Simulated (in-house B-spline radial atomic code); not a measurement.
Yb3+ is squeezed into an impenetrable sphere of radius R (the orbitals vanish at R). No spin polarisation. Level of theory: scalar-relativistic (X2C) PBE, spherical fractional occupations, Fermi nucleus of rms radius 5.3108 fm; calculated with a B-spline radial code for spherical atoms.

Energies in eV above the free ion in [Xe] 4f13:

| R (bohr) | highest level (eV) | [Xe] 4f13 | [Kr] 4d9 4f14 5s2 5p6 | [Kr] 4d9 4f13 5s2 5p6 5f1 |
| --- | --- | --- | --- | --- |
| 7.25 | -36 | 1.287e-05 | 175.6 | 209.3 |
| 6.52 | -36 | 0.0001089 | 175.6 | 209.8 |
| 5.42 | -36 | 0.003424 | 175.6 | 211.5 |
| 3.97 | -35.7 | 0.3228 | 175.9 | 218.8 |
| 3.77 | -35.5 | 0.6017 | 176.2 | 220.9 |
| 3.3 | -34.4 | 2.57 | 178.1 | 229 |
| 2.68 | -29.5 | 17.08 | 192.4 | 257.6 |
| 2.34 | -22.4 | 48.27 | 223.4 | 302.6 |
| 1.64 | 24.1 | 443.3 | 619 | 769 |
| 1.31 | 148 | 1417 | 1598 | 1842 |

**Question.** Does [Kr] 4d9 4f14 5s2 5p6 fall below [Xe] 4f13 under compression?

**Answer.** No, it stays above over the whole range.

**Question.** Does [Kr] 4d9 4f13 5s2 5p6 5f1 fall below [Xe] 4f13 under compression?

**Answer.** No, it stays above over the whole range.

The highest level is first positive in the row R = 1.64 bohr, pushed up by confinement above the zero of the free ion's potential. Each configuration is held fixed and needn't be the lowest in the sphere.
